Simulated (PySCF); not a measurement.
```xyz
4
charge 0 multiplicity 2, angstrom
W    -0.1352    0.0000   -0.1053
N    -1.7345    0.0000    0.3180
Cl    0.6939   -2.0846    0.1841
Cl    0.6939    2.0846    0.1841
```

These are results of PySCF, UPBE0, basis W def2-TZVP with ECP60, N def2-TZVP, Cl def2-TZVP (scalar-relativistic core potentials, no spin–orbit coupling, density fitting), not measurements.

This geometry of WNCl₂ is a stationary point at this level.

Task: What is the point group?

Result: Cs.

Task: Is it a minimum?

Result: Yes: all harmonic wavenumbers are real, though the softest, 56 cm⁻¹, leaves little margin.

Task: List the harmonic modes with their infrared intensities.

Result: 
```csv
symmetry,ω (cm⁻¹),IR (km/mol)
a',56,11.2
a',130,4.4
a'',270,0.0
a',398,15.3
a'',428,98.4
a',1156,62.7
```

Task: Give the atomic charges and bond orders.

Result: 
| atom | Mulliken | Löwdin | polar tensor | spin (Mulliken) | Mayer order to W1 |
| --- | --- | --- | --- | --- | --- |
| W1 | 0.95 | 0.13 | 1.49 | 1.20 | – |
| N2 | -0.34 | -0.28 | -0.53 | -0.15 | 2.89 |
| Cl3,4 | -0.31 | 0.08 | -0.48 | -0.02 | 1.12 |

Only a few start shapes were tried, so a lower isomer may exist. With open d or f shells other occupations or spin states may lie lower. Spin–orbit coupling, left out here, can matter for elements this heavy.
